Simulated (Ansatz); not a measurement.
Basis sets compared for [AuF4]- (AuF₄⁻). The state is a singlet with charge -1. Geometry PBE0-D4/def2-SVPD. Ansatz on 2 threads of Arm Neoverse V1 on a shared host; times are rough, and most runs start from earlier orbitals.

Cartesian coordinates in Å:
```
Au 0.000 0.000 0.000
F 1.430 1.097 0.700
F 0.151 0.894 -1.708
F -1.430 -1.097 -0.700
F -0.151 -0.894 1.708
```

In the def2 sets Au takes a core potential; there is no spin–orbit coupling.

```
                          level  functions  energy (Eh)  HOMO (eV)  LUMO (eV)  wall time
               PBE-D4/def2-SVPD        127    -534.5888      -2.31       0.51      1.6 s
PBE-D4/def2-TZVPD (with forces)        203    -535.0601      -2.19       0.65      3.4 s
              PBE0-D4/def2-SVPD        127    -534.5095      -4.34       1.38      2.2 s
             PBE0-D4/def2-TZVPD        203    -534.9828      -4.19       1.57      4.3 s
```

Question: Estimate the rows for PBE0-D4/def2-QZVPPD.

Answer: 
| level | functions | energy (Eh) | HOMO (eV) | LUMO (eV) | wall time |
| --- | --- | --- | --- | --- | --- |
| PBE0-D4/def2-QZVPPD | 352 | -535.0076 | -4.13 | 1.65 | 11 s |
